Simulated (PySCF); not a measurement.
**C₆ coefficients of unlike pairs at UHF**

Calculated with PySCF 2.14 from the dipole response of each species, C₆(A,B) = (3/π) ∫ α_A(iu) α_B(iu) du, in atomic units, from isotropic polarisabilities. For ions this is the dispersion term alone; charge-induced terms of lower order in 1/R come first.

```json
{"species": "Br", "configuration": "[Ar] 3d10 4s2 4p5 (2P)", "basis": "aug-cc-pVTZ-PP with one added diffuse shell each of s, d, f type with ECP10MDF (7s5p5d3f)", "relativity": "core potential", "α (bohr³)": "20.29", "C₆ (like pair)": "161.3"}
{"species": "B⁺", "configuration": "[He] 2s2 (1S)", "basis": "aug-cc-pVTZ with one added diffuse shell each of s, p, d, f type (6s5p4d3f)", "relativity": "none", "α (bohr³)": "11.35", "C₆ (like pair)": "31.62"}
{"species": "Co⁺", "configuration": "[Ar] 3d8 (3F)", "basis": "aug-cc-pVDZ-DK (7s6p4d2f)", "relativity": "spin-free X2C", "α (bohr³)": "6.499", "C₆ (like pair)": "21.35"}
{"species": "Se⁻", "configuration": "[Ar] 3d10 4s2 4p5 (2P)", "basis": "aug-cc-pVQZ-PP with one added diffuse shell each of s, p, d, f, g type with ECP10MDF (8s7p6d4f3g)", "relativity": "core potential", "α (bohr³)": "65.89", "C₆ (like pair)": "747.7"}
```

(1) Estimate C₆ for Se⁻ with Co⁺.

No spin-orbit coupling is included.

The other pairs:

```json
{"pair": "B⁺, Br", "C₆": "69.50"}
{"pair": "Co⁺, Br", "C₆": "56.79"}
{"pair": "Se⁻, Br", "C₆": "329.9"}
{"pair": "Co⁺, B⁺", "C₆": "23.56"}
{"pair": "Se⁻, B⁺", "C₆": "152.7"}
```

Results:

(1) The integral gives 111.4. The combination rule 2 C_A C_B / (C_A α_B/α_A + C_B α_A/α_B) gives 110.0 and the geometric mean 126.3.
